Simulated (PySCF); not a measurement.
**Excitation energy of Ag²⁺ by level of theory**

Ag²⁺ [Kr] 4d9 (2D) → Ag²⁺ [Kr] 4d8 5p1 (high-spin determinant), as a difference of total energies. Calculation: PySCF 2.14, in ANO-RCC-VTZP (7s6p4d2f1g, 68 functions); the spin-free X2C one-electron Hamiltonian (Gaussian nucleus). Correlated levels: valence: [Kr] frozen. The calculations carry no spin-orbit coupling.

| method | excitation energy (eV) |
| --- | --- |
| UHF | 14.042 |
| MP2 (valence) | 15.046 |
| SCS-MP2 (valence) | 15.092 |
| CCSD (valence) | 14.841 |
| CCSD(T) (valence) | 14.859 |

**Question.** How much does correlation contribute at CCSD(T) (valence)?

**Answer.** 14.859 − (14.042) = 0.817 eV, measured against UHF.

A first-order spin-orbit estimate (lowest level to lowest level, LS coupling) adds -0.021 eV.

The basis was made for the ground configuration and has no added diffuse functions, so the excitation energy can come out too high.

The determinant of the upper state mixes LS terms, which raises its energy above the lowest term, most at the Hartree-Fock and MP2 levels.
